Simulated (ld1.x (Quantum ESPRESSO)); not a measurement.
## Logarithmic derivatives: Mg (Z = 12), TM

```
Element                 : magnesium
Generator               : ld1.x (Quantum ESPRESSO) 7.5
Type                    : norm-conserving Troullier–Martins (Kleinman–Bylander form)
Functional              : PW91
Relativity              : non-relativistic
Frozen core             : [He]
Valence charge          : 10
Reference configuration : 2s2 2p6 3s2 3p0
Partial waves           : 2s (bound): rc 0.60 bohr; 2p (bound): rc 1.25 bohr
Local potential         : all-electron potential smoothed inside 1.10 bohr (lloc = -1)
Core correction         : none
```

Occupied shells without a wave of their own: 3s. They enter only through the test configuration that unscreens the potential.

The phase is arctan(r·u′/u) with u = r·R(r), unwrapped; energies in Ry, scanned from -8 to 5 Ry. A pole is an energy at which the radial function vanishes at the test radius. The pseudo phase is shifted by a multiple of π to meet the all-electron one at the reference energy, and phase errors are pseudo minus all-electron; the curves can meet again beyond the range given. Levels narrower than the energy grid can be missing from the lists of poles.

Problem. For each channel, where are the poles, and over which energies does the pseudopotential scatter like the atom?

Solution.

```tsv
channel	radius (bohr)	reference energy (Ry)	poles, all-electron	poles, pseudo	unbroken range about the reference energy with phases within 0.05 rad	phase error 1 Ry above the reference energy (rad)
s	1.34	-5.85	-5.07	-5.07	below 1.4	-0.001
p	1.34	-3.44	-2.65	-2.65	below 2.1	+0.003
```

Phases in the s channel:

| E (Ry) | all-electron | pseudo |
| --- | --- | --- |
| -8.00 | 1.127 | 1.126 |
| -7.52 | 1.037 | 1.035 |
| -7.04 | 0.847 | 0.844 |
| -6.56 | 0.268 | 0.264 |
| -6.08 | -0.913 | -0.913 |
| -5.60 | -1.391 | -1.391 |
| -5.12 | -1.560 | -1.560 |
| -4.64 | -1.645 | -1.646 |
| -4.16 | -1.699 | -1.701 |
| -3.68 | -1.739 | -1.742 |
| -3.20 | -1.772 | -1.775 |
| -2.72 | -1.801 | -1.805 |
| -2.24 | -1.828 | -1.833 |
| -1.76 | -1.855 | -1.862 |
| -1.28 | -1.883 | -1.892 |
| -0.80 | -1.913 | -1.925 |
| -0.32 | -1.946 | -1.962 |
| 0.16 | -1.983 | -2.005 |
| 0.64 | -2.027 | -2.056 |
| 1.12 | -2.079 | -2.120 |
| 1.60 | -2.143 | -2.202 |
| 2.08 | -2.223 | -2.310 |
| 2.56 | -2.326 | -2.457 |
| 3.04 | -2.462 | -2.661 |
| 3.52 | -2.642 | -2.934 |
| 4.00 | -2.875 | -3.262 |
| 4.48 | -3.153 | -3.588 |
| 4.96 | -3.443 | -3.857 |
